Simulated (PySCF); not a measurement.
ClCs (SMILES [Cl][Cs]), singlet, at a GFN2-xTB geometry (such geometries of metal compounds can be far from the true shape) (core potentials on Cs); SCAN/def2-SVP in PySCF.

The PySCF input:
```python
from pyscf import gto, scf, dft

mol = gto.M(
    atom='''
Cs   -0.000000   -0.000000   -0.680243
Cl    0.000000    0.000000    2.200785
''',
    basis='def2-svp',
    ecp={'Cs': 'def2-svp'},
    charge=0,
    spin=0,
    verbose=4,
)

mf = dft.RKS(mol)
mf.xc = 'scan'
mf.kernel()
```

Output, abridged:

```
PySCF version 2.14.0

[INPUT] verbose = 4
[INPUT] num. atoms = 2
[INPUT] num. electrons = 26
[INPUT] charge = 0
[INPUT] spin (= nelec alpha-beta = 2S) = 0
[INPUT] symmetry False subgroup None
[INPUT] Mole.unit = angstrom
[INPUT] Symbol           X                Y                Z      unit          X                Y                Z       unit  Magmom
[INPUT]  1 Cs     0.000000000000   0.000000000000  -0.680243000000 AA    0.000000000000   0.000000000000  -1.285472968153 Bohr   0.0
[INPUT]  2 Cl     0.000000000000   0.000000000000   2.200785000000 AA    0.000000000000   0.000000000000   4.158880909051 Bohr   0.0

nuclear repulsion = 28.1025082959138
number of shells = 18
number of NR pGTOs = 71
number of NR cGTOs = 42
basis = def2-svp
ecp = {'Cs': 'def2-svp'}

******** <class 'pyscf.dft.rks.RKS'> ********
method = RKS
initial guess = minao
damping factor = 0
level_shift factor = 0
DIIS = <class 'pyscf.scf.diis.CDIIS'>
diis_start_cycle = 1
diis_space = 8
diis_damp = 0
SCF conv_tol = 1e-09
SCF conv_tol_grad = None
SCF max_cycles = 50
direct_scf = True
direct_scf_tol = 1e-13
XC library pyscf.dft.libxc version 7.1.2
    S. Lehtola, C. Steigemann, M. J. T. Oliveira, and M. A. L. Marques,  SoftwareX 7, 1–5 (2018)
XC functionals = scan
    J. Sun, A. Ruzsinszky, and J. P. Perdew,  Phys. Rev. Lett. 115, 036402 (2015)
    J. Sun, A. Ruzsinszky, and J. P. Perdew,  Phys. Rev. Lett. 115, 036402 (2015)
radial grids:
    Treutler-Ahlrichs [JCP 102, 346 (1995); DOI:10.1063/1.469408] (M4) radial grids

becke partition: Becke, JCP 88, 2547 (1988); DOI:10.1063/1.454033
pruning grids: <function nwchem_prune>
grids dens level: 3
symmetrized grids: False
atomic radii adjust function: <function treutler_atomic_radii_adjust>
small_rho_cutoff = 0
Set gradient conv threshold to 3.16228e-05
Initial guess from minao.
tot grids = 42592
init E= -476.91526571069
  HOMO = -0.465930371478011  LUMO = -0.185401729351451  gap/eV = 7.63357
cycle= 1 E= -480.261803566098  delta_E= -3.35  |g|= 0.429  |ddm|= 1.93
  HOMO = -0.0633933177751368  LUMO = -0.0249514788159999  gap/eV = 1.04606
cycle= 2 E= -480.188522365657  delta_E= 0.0733  |g|= 0.633  |ddm|= 1.83
  HOMO = -0.193614407914289  LUMO = -0.0346791808206994  gap/eV = 4.32485
cycle= 3 E= -480.32549491058  delta_E= -0.137  |g|= 0.0901  |ddm|= 1.24
  HOMO = -0.174198952365673  LUMO = -0.0393058636044188  gap/eV = 3.67063
cycle= 4 E= -480.328646380599  delta_E= -0.00315  |g|= 0.0229  |ddm|= 0.204
  HOMO = -0.171893819021316  LUMO = -0.0389365259002439  gap/eV = 3.61795
cycle= 5 E= -480.32879807872  delta_E= -0.000152  |g|= 0.00342  |ddm|= 0.0313
  HOMO = -0.172330977898151  LUMO = -0.0387233114857892  gap/eV = 3.63565
cycle= 6 E= -480.328802105896  delta_E= -4.03e-06  |g|= 0.000473  |ddm|= 0.00656
  HOMO = -0.17254614757535  LUMO = -0.0387383328252611  gap/eV = 3.64110
cycle= 7 E= -480.328802198877  delta_E= -9.3e-08  |g|= 3.88e-05  |ddm|= 0.00107
  HOMO = -0.172538593459557  LUMO = -0.0387400046942901  gap/eV = 3.64085
cycle= 8 E= -480.328802199619  delta_E= -7.42e-10  |g|= 5.99e-06  |ddm|= 8.24e-05
  HOMO = -0.172537299941484  LUMO = -0.0387397008611892  gap/eV = 3.64082
Extra cycle  E= -480.328802199623  delta_E= -3.87e-12  |g|= 5.73e-06  |ddm|= 1.86e-05
converged SCF energy = -480.328802199623
```
